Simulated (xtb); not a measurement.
Cd(Me)(OSiH3) (CH₆CdOSi), SMILES [CH3][Cd][O][SiH3]. All values are semi-empirical tight-binding results from xtb (GFN2-xTB unless named), good for trends rather than for accurate numbers. Geometry: GFN2-xTB. The structure was generated by enumeration; whether it is a known compound was not checked. Other conformers were not sampled.

For metal compounds this method's bond lengths and energies can be far off.

```
Item                                          Result
-------------------------------------  -------------
orbital gap                                  2.99 eV
zero-point energy                      37.4 kcal/mol
G − E(el) at 298.15 K (modified RRHO)  15.2 kcal/mol
```
